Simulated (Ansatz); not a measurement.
C₃H₄FNSi, SMILES `C=C[SiH](F)C#N`, relaxed with RKS PBE-D4/def2-SVP in Ansatz 0.2.0 from a rough embedded geometry. The force threshold is 0.03 eV/Å; the program also tests the step.

Total charge 0; spin multiplicity 1.

Start:

```xyz
10

C     1.697    0.155   -0.966
C     0.872   -0.195    0.060
Si   -0.953   -0.207   -0.008
F    -1.448    0.677   -1.243
C    -1.778    0.337    1.573
N    -2.290    0.686    2.586
H     1.340    0.522   -1.885
H     2.760    0.135   -0.746
H     1.223   -0.514    1.009
H    -1.422   -1.597   -0.381
```

Task: By how much does the energy fall, and how many steps does the optimiser take? (An estimate is asked.)

Result: Ansatz gave: 7.04 kcal/mol, in 8 steps, 1 of them rejected.

Task: Which bonds change most? (An estimate is asked.)

Result: Computed: C1–H7 from 1.052 to 1.104 Å; C2–H9 from 1.061 to 1.106 Å; Si3–F4 from 1.598 to 1.637 Å; C2–Si3 from 1.827 to 1.856 Å.

Task: Give the relaxed structure. (Estimate.)

Result: Ansatz gave: 
```xyz
10

C     1.651    0.287   -0.826
C     0.875   -0.352    0.073
Si   -0.976   -0.362   -0.067
F    -1.413    0.553   -1.353
C    -1.714    0.431    1.454
N    -2.140    0.918    2.433
H     1.218    0.833   -1.681
H     2.752    0.292   -0.745
H     1.347   -0.887    0.919
H    -1.600   -1.714   -0.208
```
